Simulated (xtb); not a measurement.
CH₃Cl, charge +1, doublet, geometry from GFN2-xTB (a state made from the parent by changing its charge; the spin is typed, not shown lowest); GFN0-xTB run with xtb.

Here is a job for xtb.
```
$ xtb mol.xyz --gfn 0 --chrg 1 --uhf 1 --acc 0.1 --json

# file mol.xyz
5

C     -0.00131604     0.04523262    -1.08238306
Cl     0.00077875    -0.02676598     0.64048998
H     -0.03211593     1.09416315    -1.42147319
H      0.90873300    -0.42897516    -1.48626886
H     -0.88195964    -0.48156210    -1.48628921
```

The log (banner, timings and long lists left out):

```
   ID    Z sym.   atoms
    1    6 C      1
    2   17 Cl     2
    3    1 H      3-5

           -------------------------------------------------
          |                Calculation Setup                |
           -------------------------------------------------

           -------------------------------------------------
          |                 G F N 0 - x T B                 |
           -------------------------------------------------

          ...................................................
          :                      SETUP                      :
          :.................................................:
          :  # basis functions                  20          :
          :  # atomic orbitals                  19          :
          :  # shells                           11          :
          :  # electrons                        13          :
          :  electronic temp.          300.0000000     K    :
          :  accuracy                    0.1000000          :
          :  -> integral cutoff          0.3500000E+02      :
          :  -> integral neglect         0.1000000E-08      :
          ...................................................

         :::::::::::::::::::::::::::::::::::::::::::::::::::::
         ::                     SUMMARY                     ::
         :::::::::::::::::::::::::::::::::::::::::::::::::::::
         :: total energy              -6.206547966418 Eh    ::
         :: gradient norm              0.011993764947 Eh/a0 ::
         :: HOMO-LUMO gap              6.110155329947 eV    ::
         ::.................................................::
         :: H0 energy                 -7.705866070372 Eh    ::
         :: repulsion energy           0.058058322201 Eh    ::
         :: electrostat energy         1.441664681925 Eh    ::
         :: -> Gsolv                   0.000000000000 Eh    ::
         ::    -> Gsasa                0.000000000000 Eh    ::
         ::    -> Gshift               0.000000000000 Eh    ::
         :: dispersion energy         -0.000404900173 Eh    ::
         :: short-range corr.          0.000000000000 Eh    ::
         :: add. restraining           0.000000000000 Eh    ::
         :: total charge               1.000000000000 e     ::
         :::::::::::::::::::::::::::::::::::::::::::::::::::::

           -------------------------------------------------
          |                Property Printout                |
[...]
        11                         -0.0958293              -2.6076
        12                         -0.0685366              -1.8650
        13                         -0.0685366              -1.8650
        14                         -0.0589629              -1.6045
        15                         -0.0589629              -1.6045
        16                          0.1836305               4.9968
        17                          0.2521110               6.8603
        18                          0.2521110               6.8603
        19                          0.3180549               8.6547
      -------------------------------------------------------------
                  HL-Gap            0.2245441 Eh            6.1102 eV
             Fermi-level            0.0000000 Eh            0.0000 eV

     #   Z          covCN         q      C6AA      α(0)
     1   6 C        3.659    -0.128    25.976     7.395
     2  17 Cl       0.891     0.188    91.891    14.653
     3   1 H        0.923     0.313     0.670     1.280
     4   1 H        0.923     0.313     0.670     1.280
     5   1 H        0.923     0.313     0.670     1.280

 Mol. C6AA /au·bohr⁶  :        293.404766
 Mol. C8AA /au·bohr⁸  :       9569.220930
 Mol. α(0) /au        :         25.888430

Wiberg/Mayer (AO) data.
largest (>0.10) Wiberg bond orders for each atom

 ---------------------------------------------------------------------------
     #   Z sym  total        # sym  WBO       # sym  WBO       # sym  WBO
 ---------------------------------------------------------------------------
     1   6 C    3.871 --     2 Cl   1.063     5 H    0.936     3 H    0.936
                             4 H    0.936
     2  17 Cl   1.132 --     1 C    1.063
     3   1 H    0.958 --     1 C    0.936
     4   1 H    0.958 --     1 C    0.936
     5   1 H    0.958 --     1 C    0.936
 ---------------------------------------------------------------------------

Topologies differ in total number of bonds
Writing topology from bond orders to xtbtopo.mol

 dipole moment from electron density (au)
     X       Y       Z
   0.0001  -0.0045   0.1082  total (Debye):    0.275

           -------------------------------------------------
          | TOTAL ENERGY               -6.206547966418 Eh   |
          | GRADIENT NORM               0.011993764947 Eh/α |
          | HOMO-LUMO GAP               6.110155329947 eV   |
           -------------------------------------------------

normal termination of xtb
```
